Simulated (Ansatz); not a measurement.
The same path of CH6GaP (9 atoms, charge 0, multiplicity 1) was run twice with different band settings. Lost on the way: Ga2–P3, Ga2–H7. Made: P3–H7.

Theory: RKS B3LYP-D4/def2-SVP in Ansatz.

Relaxed end points:

```xyz
9
Properties=species:S:1:pos:R:3
C -0.796 1.231 -0.610
Ga 0.583 -0.182 -0.447
P 1.021 -1.186 1.619
H -0.298 2.204 -0.760
H -1.429 1.051 -1.494
H -1.437 1.299 0.281
H 1.519 -0.551 -1.663
H 1.189 -2.505 1.098
H -0.351 -1.360 1.978
```

```xyz
9
Properties=species:S:1:pos:R:3
C -1.146 1.401 -0.812
Ga -0.170 -0.116 -1.819
P 1.053 -1.228 0.803
H -0.435 2.068 -0.289
H -1.731 2.020 -1.517
H -1.845 1.005 -0.052
H 2.431 -1.514 0.580
H 0.659 -2.596 0.891
H 1.184 -1.040 2.215
```

Common settings: movable images 5; climbing image yes; spring 5.0 eV/Å²; optimiser quadratic models (default); start path through a guess of the saddle point; iteration limit 60; end points relaxed.

| run | force threshold |
| --- | --- |
| 1 | 0.05 eV/Å |
| 2 | 0.2 eV/Å |

Problem. What does each run give, and how far can it be trusted?

Solution. Run 1: converged after 18 iterations, highest image 2.303 eV above the first end. Beside the main top the profile has a ripple of under 15 meV (maxima at images 2, 5), which may be a very shallow well or noise. Neighbouring images differ by up to 2.3 eV, so the band resolves the path poorly. A vibrational analysis at the climbing image gives one clearly imaginary mode, 887i cm⁻¹: a first-order saddle point.
Run 2: converged after 17 iterations, highest image 2.304 eV above the first end. The threshold of 0.2 eV/Å is loose, so the images may lie well off the minimum-energy path. The profile has 2 maxima (images 2, 5) with wells between them (image 3): this band takes more than one step, which may be the mechanism or a detour left from its start path. Neighbouring images differ by up to 2.3 eV, so the band resolves the path poorly. Another band between the same ends (5 images) ends at a top of the same energy, where a vibrational analysis finds 1 clearly imaginary mode.
The orbitals stay closed-shell, which can raise the energy where a bond breaks towards radicals; this wasn't checked here.
